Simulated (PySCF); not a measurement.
Energy of Te (tellurium, neutral) between two integer charges

The 5p beta orbital of [Kr] 4d10 5s2 5p4 is emptied in steps (occupation f), with all orbitals relaxed, ending at [Kr] 4d10 5s2 5p3. All numbers are calculated (PySCF 2.14, scalar relativity by spin-free X2C-1e, in aug-cc-pVTZ-DK3 (8s7p5d2f, 68 functions)). The exact energy is a straight line in f; departures are measured from the line between the end points of the same method.

**Question.** Among UHF, LDA, PBE, PBE0, r2SCAN, LC-wPBE, BHandHLYP, MN15, which shows the largest delocalisation error (convex curve), and which is closest to linear?

**Answer.** Most convex: LDA (-0.913 eV at f = 0.5); closest to linear: LC-wPBE (0.020 eV).

```csv
f,UHF (eV),LDA (eV),PBE (eV),PBE0 (eV),r2SCAN (eV),LC-wPBE (eV),BHandHLYP (eV),MN15 (eV)
1,0.000,0.000,0.000,0.000,0.000,0.000,0.000,0.000
0.9,0.067,-0.325,-0.312,-0.220,-0.291,0.006,-0.141,-0.170
0.7,0.150,-0.763,-0.731,-0.514,-0.673,0.016,-0.332,-0.398
0.5,0.172,-0.913,-0.873,-0.612,-0.790,0.020,-0.401,-0.477
0.3,0.140,-0.770,-0.734,-0.514,-0.648,0.019,-0.341,-0.403
0.1,0.058,-0.331,-0.315,-0.220,-0.265,0.010,-0.149,-0.172
0,0.000,0.000,0.000,0.000,0.000,0.000,0.000,0.000
```

```
   method  E(f=0) − E(f=1) (eV)  −ε at f=1 (eV)  −ε at f=0.5 (eV)
      UHF                 7.726           8.483             7.696
      LDA                 9.004           5.405             8.983
      PBE                 8.727           5.265             8.719
     PBE0                 8.726           6.282             8.728
   r2SCAN                 8.735           5.499             8.806
  LC-wPBE                 8.803           8.875             8.813
BHandHLYP                 8.742           7.188             8.715
     MN15                 8.689           6.811             8.674
```

Reference removal energy between the ground levels: 9.010 eV (measured; NIST Atomic Spectra Database, ionization energies). The calculation has no spin-orbit coupling. UHF lacks correlation.
